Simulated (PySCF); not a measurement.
C2H2F, charge +1, multiplicity 1.

```xyz
5

C      0.0000     0.0000    -1.2547
C      0.0000     0.0000     0.0129
F      0.0000     0.0000     1.2310
H      0.0000    -0.9525    -1.8145
H      0.0000     0.9525    -1.8145
```
Charge +1, spin multiplicity 1.

Geometry: PBE-D3(BJ)/def2-TZVP. The spin state was assumed, not searched. The isomer is the one that the SMILES or the coordinates give; other isomers of the formula were not compared.

These are KT2/pcSseg-2 (PySCF) values and carry that method's errors. Non-relativistic, no solvent.

Question: Give the absolute GIAO shielding of each atom: isotropic value and principal components (ppm). (Estimate from the structure and the level; the computed values follow.)

Answer: 
```json
[
 {"atom": "C1", "σ(iso)": "165.4", "σ11": "95.8", "σ22": "171.2", "σ33": "229.2", "span": "133.4"},
 {"atom": "C2", "σ(iso)": "-70.6", "σ11": "-93.3", "σ22": "-84.6", "σ33": "-34.0", "span": "59.4"},
 {"atom": "F3", "σ(iso)": "78.6", "σ11": "-103.4", "σ22": "44.7", "σ33": "294.6", "span": "398.0"},
 {"atom": "H4", "σ(iso)": "24.0", "σ11": "21.6", "σ22": "22.5", "σ33": "28.0", "span": "6.5"},
 {"atom": "H5", "σ(iso)": "24.0", "σ11": "21.6", "σ22": "22.5", "σ33": "28.0", "span": "6.5"}
]
```
